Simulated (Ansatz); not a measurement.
C2H6GaSb, SMILES `[CH3][Sb]1[CH2][GaH]1`, 10 atoms. Total charge 0; spin multiplicity 1. Correlated methods include outer-core shells of Ga, Sb, which these sets cover unevenly. Scalar relativity is left out up to krypton. Sb takes the def2 core potential. All runs use 4 threads of an Arm Neoverse V2 on a shared host. Correlated methods freeze the cores.

Problem. Give the basis size and wall time and peak host memory of each of these runs in Ansatz. RKS B2PLYP (frozen core)/def2-TZVPP energy; RKS ωB97M-V/def2-SVP energy; RKS PBE0-D4/def2-QZVPP energy; RKS LC-ωPBE/def2-TZVPP energy; direct RPA on PBE orbitals/def2-TZVPP energy; RKS ωB97M-V/def2-QZVPP energy; RHF-MP2/def2-QZVPP energy; RKS PBE0-D4/def2-TZVP frequencies; RKS PBE0-D4/def2-TZVPP energy; RKS revPBE-D4/def2-TZVPP energy; RHF-CCSD(T)/def2-SVP energy; RKS PBE0-D4/def2-SVP energy. (Estimate.)

Solution. Computed: Other jobs shared the machine, so times are rough.

```json
{"level": "RKS PBE0-D4/def2-SVP", "job": "energy", "functions": "116", "wall time": "1.7 s", "peak host memory (GiB)": "0.28"}
{"level": "RKS revPBE-D4/def2-TZVPP", "job": "energy", "functions": "244", "wall time": "2.2 s", "peak host memory (GiB)": "0.34"}
{"level": "RKS LC-ωPBE/def2-TZVPP", "job": "energy", "functions": "244", "wall time": "2.9 s", "peak host memory (GiB)": "0.49"}
{"level": "RKS PBE0-D4/def2-TZVPP", "job": "energy", "functions": "244", "wall time": "3.6 s", "peak host memory (GiB)": "0.72"}
{"level": "RKS B2PLYP (frozen core)/def2-TZVPP", "job": "energy", "functions": "244", "wall time": "6.5 s", "peak host memory (GiB)": "0.72"}
{"level": "RKS ωB97M-V/def2-SVP", "job": "energy", "functions": "116", "wall time": "7 s", "peak host memory (GiB)": "0.42"}
{"level": "direct RPA on PBE orbitals/def2-TZVPP", "job": "energy", "functions": "244", "wall time": "7 s", "peak host memory (GiB)": "0.69"}
{"level": "RKS PBE0-D4/def2-QZVPP", "job": "energy", "functions": "465", "wall time": "10 s", "peak host memory (GiB)": "1.9"}
{"level": "RHF-CCSD(T)/def2-SVP", "job": "energy", "functions": "116", "wall time": "11 s", "peak host memory (GiB)": "0.67"}
{"level": "RKS ωB97M-V/def2-QZVPP", "job": "energy", "functions": "465", "wall time": "24 s", "peak host memory (GiB)": "2.3"}
{"level": "RHF-MP2/def2-QZVPP", "job": "energy", "functions": "465", "wall time": "26 s", "peak host memory (GiB)": "2.9"}
{"level": "RKS PBE0-D4/def2-TZVP", "job": "frequencies", "functions": "196", "wall time": "2.9 min", "peak host memory (GiB)": "0.62"}
```

LC-ωPBE has ω = 0.4 bohr⁻¹.
